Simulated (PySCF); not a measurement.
Geometries of 2 isomers of C4H9ClOSi, from PBE0-D3(BJ)/def2-SVP geometry optimisation, gas phase in PySCF 2.14.0. One conformer each, no zero-point energy, no frequencies.

Problem. Which isomer lies lower at this level?
A.
```xyz
16
angstrom
C     -2.410    0.573    0.309
C     -1.617   -0.423   -0.098
C     -0.529   -1.050    0.708
Si     1.170   -0.608    0.039
O      1.238   -1.173   -1.526
C      1.405    1.268   -0.020
Cl     2.860    1.600   -1.028
H     -3.169    1.003   -0.350
H     -2.336    0.987    1.320
H     -1.728   -0.802   -1.121
H     -0.605   -2.152    0.686
H     -0.581   -0.743    1.766
H      2.251   -1.188    0.893
H      1.928   -0.754   -2.055
H      1.571    1.728    0.965
H      0.548    1.767   -0.497
```
B.
```xyz
16
angstrom
Cl    -2.995   -0.214    0.943
C     -1.514    0.141   -0.008
C     -0.691    1.222    0.700
O      0.464    1.543   -0.022
C      1.493    0.586    0.032
C      1.197   -0.666   -0.798
Si    -0.451   -1.411   -0.252
H     -1.848    0.532   -0.982
H     -0.443    0.880    1.726
H     -1.286    2.143    0.794
H      2.395    1.094   -0.344
H      1.693    0.305    1.087
H      2.020   -1.393   -0.702
H      1.133   -0.388   -1.864
H     -0.307   -2.093    1.070
H     -1.045   -2.349   -1.248
```

Solution. A. That is `C=CC[Si@@H](O)CCl`, 19.4 kcal/mol below the other.

```json
{"SMILES": "C=CC[Si@@H](O)CCl", "atoms numbered as above": "[CH2:1]=[CH:2][CH2:3][Si@@H:4]([OH:5])[CH2:6][Cl:7]", "E (Eh)": "-981.84926", "relative (kcal/mol)": "0.0", "relative (kJ/mol)": "0.0", "dipole (D)": "1.25"}
{"SMILES": "Cl[C@H]1COCC[SiH2]1", "atoms numbered as above": "[Cl:1][C@H:2]1[CH2:3][O:4][CH2:5][CH2:6][SiH2:7]1", "E (Eh)": "-981.81833", "relative (kcal/mol)": "19.4", "relative (kJ/mol)": "81.2", "dipole (D)": "1.98"}
```

As drawn, the lower has an O–H bond, an Si–O bond and a C=C bond outside aromatic rings, which the higher lacks.
